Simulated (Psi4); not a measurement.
Pair of molecules: CH3F (SMILES CF) (first 5 atoms) with CH6Si (SMILES C[SiH3]); geometry from B3LYP-D3(BJ)/def2-TZVP, rigid monomers moved along the line of their centres of mass till F2···Si7 is 5.79 Å.
(charge 0, multiplicity 1):
```xyz
13

C     -0.1471    -0.1337     0.5081
F      1.0017     0.1518     1.2392
H     -0.8590     0.6806     0.6440
H      0.1251    -0.2283    -0.5437
H     -0.5711    -1.0684     0.8757
C     -1.1065    -0.1809     8.5946
Si    -0.4462    -0.0593     6.8404
H     -1.0212     0.7774     9.1106
H     -0.5498    -0.9230     9.1701
H     -2.1586    -0.4725     8.5980
H     -1.2228     0.9474     6.0768
H     -0.5809    -1.3692     6.1580
H      0.9801     0.3364     6.8523
```

Level of theory: SAPT0/jun-cc-pV(D+d)Z (Psi4).

### Question
Give the four SAPT terms and the total, and say what mostly holds the pair together.

### Answer
electrostatics 0.01, exchange 0.00, induction 0.00, dispersion -0.04, total -0.03 kcal/mol; the largest attraction is dispersion.
